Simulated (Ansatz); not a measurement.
B₈H₁₃⁻. Charge -1, multiplicity 1. Geometry r2SCAN-D4/def2-SVPD.

| atom | x (Å) | y (Å) | z (Å) |
| --- | --- | --- | --- |
| B1 | -1.0369 | -0.7501 | -0.2112 |
| B2 | 0.5831 | -0.9395 | -0.8966 |
| B3 | -1.3607 | 0.9898 | 0.2778 |
| B4 | -0.1363 | 2.1709 | -0.4202 |
| B5 | -0.8366 | -0.1520 | 1.4802 |
| B6 | 0.3194 | -1.1165 | 0.7899 |
| B7 | -0.4458 | 0.6153 | -1.2198 |
| B8 | 1.9039 | -1.5426 | 0.2400 |
| H9 | -0.5577 | 3.1044 | -1.0760 |
| H10 | -1.2776 | -0.3825 | 2.5769 |
| H11 | 2.2430 | -2.6151 | -0.1975 |
| H12 | -0.7969 | 2.2174 | 0.6898 |
| H13 | 0.5533 | -1.7507 | -1.7827 |
| H14 | -0.8470 | 0.6293 | -2.3576 |
| H15 | 1.0600 | -2.0164 | 1.3307 |
| H16 | -1.9219 | -1.5086 | -0.5126 |
| H17 | 0.9895 | 2.2748 | 0.0397 |
| H18 | -2.5297 | 1.2934 | 0.1694 |
| H19 | 0.8966 | 0.2900 | -1.2392 |
| H20 | 2.7396 | -0.9019 | 0.8409 |
| H21 | 0.4584 | 0.0909 | 1.4779 |

The structure comes from a short search, and lower isomers may exist.

Question: Estimate the orbital energies around the gap (eV) in Ansatz with PBE-D4/def2-SVPD, PBE-D4/def2-TZVPD, r2SCAN-D4/def2-TZVPD, PBE0-D4/def2-TZVPD, CAM-B3LYP-D4/def2-TZVPD.

Answer: 
```
orbital  PBE-D4/def2-SVPD  PBE-D4/def2-TZVPD  r2SCAN-D4/def2-TZVPD  PBE0-D4/def2-TZVPD  CAM-B3LYP-D4/def2-TZVPD
 HOMO−5             -3.78              -3.78                 -4.05               -5.02                    -6.39
 HOMO−4             -3.48              -3.49                 -3.78               -4.78                    -6.18
 HOMO−3             -3.14              -3.15                 -3.42               -4.41                    -5.81
 HOMO−2             -3.06              -3.06                 -3.30               -4.23                    -5.55
 HOMO−1             -2.57              -2.59                 -2.84               -3.80                    -5.17
   HOMO             -1.04              -1.03                 -1.12               -1.85                    -2.95
   LUMO              1.75               1.75                  1.97                2.56                     3.22
 LUMO+1              2.88               2.52                  3.08                2.92                     3.54
 LUMO+2              3.36               2.98                  3.53                3.37                     3.66
 LUMO+3              3.59               3.04                  3.68                3.40                     3.75
 LUMO+4              3.60               3.13                  3.70                3.50                     3.85
 LUMO+5              3.72               3.33                  3.81                3.78                     4.08
```
